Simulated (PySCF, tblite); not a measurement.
Isomers of C4H13ClSSi2, one GFN2-xTB conformer each. Single-point energies are computed at PBE0/pcSseg-1 (PySCF, gas phase, no added dispersion term), electronic only.

Question: Rank them by PBE0/pcSseg-1 energy, lowest first (kJ/mol).
A. `[CH3:1][CH2:2][CH2:3][Si@H:4]([Cl:5])[S:6][SiH2:7][CH3:8]` with C1–C2–C3–Si4 178°, C2–C3–Si4–Cl5 -56°, C3–Si4–S6–Si7 176°, Si4–S6–Si7–C8 178°
B. `[CH3:1][S:2][Si@@H:3]([Cl:4])[CH2:5][CH2:6][CH2:7][SiH3:8]` with C1–S2–Si3–Cl4 50°, S2–Si3–C5–C6 176°, Si3–C5–C6–C7 180°, C5–C6–C7–Si8 179°
C. `[CH3:1][CH2:2][C@H:3]([SiH2:4][Cl:5])[SiH2:6][S:7][CH3:8]` with C1–C2–C3–Si4 64°, C2–C3–Si4–Cl5 167°, C2–C3–Si6–S7 -39°, C3–Si6–S7–C8 -176°
D. `[CH3:1][SiH2:2][S:3][Si@@H:4]([Cl:5])[CH:6]([CH3:7])[CH3:8]` with C1–Si2–S3–Si4 168°, Si2–S3–Si4–Cl5 42°, S3–Si4–C6–C7 -179°
E. `[CH3:1][C:2]([CH3:3])([CH3:4])[Si@H:5]([Cl:6])[S:7][SiH3:8]` with C2–Si5–S7–Si8 170°

Answer: A (0.0), D (6.1), E (50.1), B (126.6), C (136.1).

Neighbours under 10 kJ/mol apart (CCC[Si@H](Cl)S[SiH2]C and C[SiH2]S[Si@@H](Cl)C(C)C; CS[Si@@H](Cl)CCC[SiH3] and CC[C@H]([SiH2]Cl)[SiH2]SC) can change places with a better method, another conformer or zero-point energy. GFN2-xTB itself gives, in the same order: 30.1, 30.0, 0.0, 124.1, 105.3. GFN2-xTB puts CC(C)(C)[Si@H](Cl)S[SiH3] lowest instead; measured from each level's own lowest isomer, the values differ by up to 50.1 kJ/mol (CC(C)(C)[Si@H](Cl)S[SiH3]: 0.0 against 50.1).

Which frontier levels, dipoles and rotational constants go with these structures?

| SMILES | HOMO (eV, PBE0/pcSseg-1) | LUMO (eV) | dipole (D) | A, B, C (MHz) |
| --- | --- | --- | --- | --- |
| CCC[Si@H](Cl)S[SiH2]C | -7.34 | 0.40 | 0.89 | 2064, 430.4, 371.8 |
| C[SiH2]S[Si@@H](Cl)C(C)C | -7.30 | 0.27 | 0.75 | 1663, 555.2, 432.7 |
| CC(C)(C)[Si@H](Cl)S[SiH3] | -7.44 | -0.02 | 0.75 | 1497, 668.7, 530.1 |
| CS[Si@@H](Cl)CCC[SiH3] | -7.02 | 0.21 | 0.74 | 2233, 342.9, 307.5 |
| CC[C@H]([SiH2]Cl)[SiH2]SC | -6.83 | -0.08 | 1.18 | 1466, 531.3, 418.1 |

What happens when harmonic zero-point energies from GFN2-xTB frequencies are added?

```
                   SMILES  ZPE (kJ/mol)  electronic (kJ/mol)  with ZPE (kJ/mol)
    CCC[Si@H](Cl)S[SiH2]C         416.8                  0.0                0.0
 C[SiH2]S[Si@@H](Cl)C(C)C         416.6                  6.1                5.9
CC(C)(C)[Si@H](Cl)S[SiH3]         413.5                 50.1               46.8
   CS[Si@@H](Cl)CCC[SiH3]         408.8                126.6              118.6
CC[C@H]([SiH2]Cl)[SiH2]SC         410.7                136.1              129.9
```

The zero-point energies span 8.0 kJ/mol. The order is unchanged.
